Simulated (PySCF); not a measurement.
CH7FOSi2. Atoms are numbered in the order given.

```xyz
12

C      2.2025     1.4531    -0.1373
O      0.9048     1.0197     0.2197
Si     0.0760    -0.2404    -0.4576
F      0.8012    -1.6532    -0.0703
Si    -2.0675    -0.1918     0.4787
H      2.3317     1.5040    -1.2346
H      2.3644     2.4599     0.2768
H      2.9743     0.7787     0.2723
H      0.1408    -0.1558    -1.9463
H     -1.9702    -0.2871     1.9635
H     -2.8797    -1.3336    -0.0350
H     -2.7436     1.0858     0.1072
```

Geometry: B3LYP-D3(BJ)/def2-SVP. The structure was generated by enumeration; whether it is a known compound was not checked. One conformer was computed; it need not be the lowest.

Calculation: B3LYP-D3(BJ)/def2-SVP run with PySCF.

Frequencies are harmonic and unscaled.

```tsv
mode	ν (cm⁻¹)	IR (km/mol)	Raman (Å⁴/amu)	depolarisation	moving atoms (share of kinetic energy)
1	69	3.4	0.3	0.74	H 30 %, C 26 %, O 20 %, F 15 %, Si 9 %
2	87	0.2	0.1	0.59	H 92 %
3	93	0.1	0.1	0.64	H 88 %
4	109	0.4	0.8	0.75	Si 36 %, H 28 %, C 15 %, O 15 %
5	153	7.6	0.4	0.74	F 47 %, Si 19 %, H 17 %, C 10 %
6	248	12.6	1.3	0.10	O 28 %, H 25 %, Si 24 %, C 19 %
7	326	26.4	1.9	0.38	O 39 %, F 27 %, Si 25 %, H 9 %
8	428	3.5	16.2	0.24	Si 57 %, H 30 %
9	519	21.8	9.4	0.75	H 84 %, Si 13 %
10	544	21.2	9.3	0.57	H 62 %, Si 35 %
11	761	30.5	8.6	0.26	O 33 %, Si 26 %, H 19 %, C 14 %
12	810	462.4	4.5	0.63	H 79 %, Si 18 %
13	838	8.5	10.1	0.75	H 63 %, F 28 %
14	894	85.4	11.8	0.74	H 72 %, Si 20 %
15	912	55.7	9.6	0.75	H 50 %, Si 31 %, F 19 %
16	942	66.3	21.6	0.75	H 95 %
17	944	86.4	22.1	0.75	H 92 %
18	1144	264.3	4.1	0.48	O 42 %, C 32 %, H 23 %
19	1174	2.3	2.2	0.73	H 76 %, C 18 %
20	1209	118.4	2.1	0.75	H 54 %, O 23 %, C 22 %
21	1471	5.9	19.0	0.75	H 96 %
22	1476	7.2	5.6	0.67	H 88 %, C 10 %
23	1478	5.6	20.0	0.74	H 96 %
24	2205	131.2	82.3	0.73	H 97 %
25	2217	41.9	317.1	0.01	H 98 %
26	2222	95.1	110.2	0.74	H 96 %
27	2229	110.3	86.4	0.71	H 96 %
28	2997	66.3	132.9	0.01	H 97 %
29	3074	35.9	76.6	0.62	H 90 %, C 10 %
30	3114	25.9	101.6	0.63	H 90 %, C 10 %
```
